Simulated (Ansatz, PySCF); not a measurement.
Gas-phase reaction in SMILES: NC1CCC1 + 5 [H][H] (H2) → 4 C (CH4) + N (NH3)
Geometries: B3LYP-D3(BJ)/def2-TZVP minima from Ansatz (a quantum-chemistry and plane-wave program), one conformer each, not searched for the lowest.

Property: energy of full hydrogenation (enthalpy at 298 K, with B3LYP-D3(BJ) rigid-rotor harmonic-oscillator terms from PySCF), in kcal/mol. Correlated levels leave the core frozen unless marked. Spin-orbit coupling is left out. No relativistic terms. Basis-set limits of correlation are two-point, X^-3; Hartree-Fock from the larger set.

CCSD(T)/CBS(cc-pVTZ,cc-pVQZ) (Ansatz) gives -93.0 kcal/mol.

Problem. Another calculation gave -101.2 kcal/mol. Which level was it?
A. PBE/def2-TZVPD (Ansatz)
B. PBE0/def2-TZVPD (Ansatz)
C. BHLYP/def2-TZVPD (Ansatz)
D. B3LYP/def2-TZVPD (Ansatz)

Solution. D, B3LYP/def2-TZVPD (Ansatz). The others give -96.5 (PBE0), -92.9 (PBE), -105.1 (BHLYP) kcal/mol.
